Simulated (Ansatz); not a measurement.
C2H7BBrN (SMILES CN(C)BBr), singlet, geometry from GFN2-xTB; CASSCF(4,6)/STO-3G run with Ansatz (a program for electronic structure).

Input for Ansatz:
Ansatz 0.2 input:
```yaml
crystal:
  periodic: [false, false, false]
  atoms:
    - {symbol: B, position_ang: [-0.25463711, -0.12122809, 0.81782560]}
    - {symbol: H, position_ang: [-0.42020111, -0.52746361, 1.90392087]}
    - {symbol: Br, position_ang: [0.89937032, -1.08418999, -0.32792998]}
    - {symbol: N, position_ang: [-0.88790135, 1.02773759, 0.39591977]}
    - {symbol: C, position_ang: [-0.77346731, 1.63825050, -0.91303865]}
    - {symbol: C, position_ang: [-1.77627245, 1.78279737, 1.25464428]}
    - {symbol: H, position_ang: [-1.75666067, 1.68975952, -1.38934415]}
    - {symbol: H, position_ang: [-0.38394553, 2.65587885, -0.81872736]}
    - {symbol: H, position_ang: [-0.10525521, 1.06599452, -1.55164114]}
    - {symbol: H, position_ang: [-1.40185879, 2.80248242, 1.38185133]}
    - {symbol: H, position_ang: [-2.77459031, 1.83635156, 0.81122773]}
    - {symbol: H, position_ang: [-1.84851617, 1.30933650, 2.23006201]}
basis:
  gaussian:
    orbitals: STO-3G
hamiltonian:
  xc: hf
magnetization: {spin_polarized: false}
correlation: {active_space: {window: {electrons: 4, orbitals: 6}}}
```

It wrote (shortened):

```
Functional definition: HF
553 factors; integrals over basis functions are off by at most 1.1e-4 eV
mean field evaluation 1: about -73516.8292 eV, gradient 1.9e1 eV
mean field evaluation 2: about -73517.0728 eV, gradient 1.9e1 eV
mean field evaluation 4: about -73518.6783 eV, gradient 1.3e0 eV
mean field evaluation 8: about -73518.6850 eV, gradient 2.1e-2 eV
mean field -73518.68500161 eV, -2701.7618410545 hartree, gradient 1.9e-6 eV, S^2 0.000000; 0 other end points of the search recorded, 0 dependent functions left out
reference -73518.68500161 eV, -2701.7618410545 hartree; 33, 33 occupied and 12, 12 virtual orbitals, 553 factors
state -73519.69810685 eV, -2701.7990719855 hartree
the orbitals are reached from a further start. From the first start the search ends at -73519.60019610 eV, -2701.7954738319 hartree
Total energy: -73519.69810685 eV, -2701.7990719855 hartree
```
